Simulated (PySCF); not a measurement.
# Radial density of Ho(54+) (holmium, charge +54)

r2SCAN0, [Ne] 3s2 3p1, 2P determinant. Computed with PySCF 2.14 in an uncontracted even-tempered set (17 s from 13 bohr⁻², ratio 2.5; 12 p from 17 bohr⁻², ratio 2.5; 4 d from 65 bohr⁻², ratio 2.7; 4 f from 97 bohr⁻², ratio 2.7), with scalar relativity by spin-free X2C-1e.

```json
{"r (bohr)": "0.0251", "4πr²ρ (e/bohr)": "73.96", "4πr²(ρα − ρβ)": "1.2875"}
{"r (bohr)": "0.0422", "4πr²ρ (e/bohr)": "86.47", "4πr²(ρα − ρβ)": "2.3724"}
{"r (bohr)": "0.0710", "4πr²ρ (e/bohr)": "100.6", "4πr²(ρα − ρβ)": "0.8952"}
{"r (bohr)": "0.119", "4πr²ρ (e/bohr)": "38.48", "4πr²(ρα − ρβ)": "1.3510"}
{"r (bohr)": "0.201", "4πr²ρ (e/bohr)": "20.61", "4πr²(ρα − ρβ)": "6.0976"}
{"r (bohr)": "0.338", "4πr²ρ (e/bohr)": "3.114", "4πr²(ρα − ρβ)": "1.0122"}
{"r (bohr)": "0.568", "4πr²ρ (e/bohr)": "0.01784", "4πr²(ρα − ρβ)": "0.0043"}
```

Densities and radii are taken from the X2C orbitals without a picture-change correction, which distorts them close to the nucleus.

Spin-orbit coupling, absent here, splits the open shell strongly.
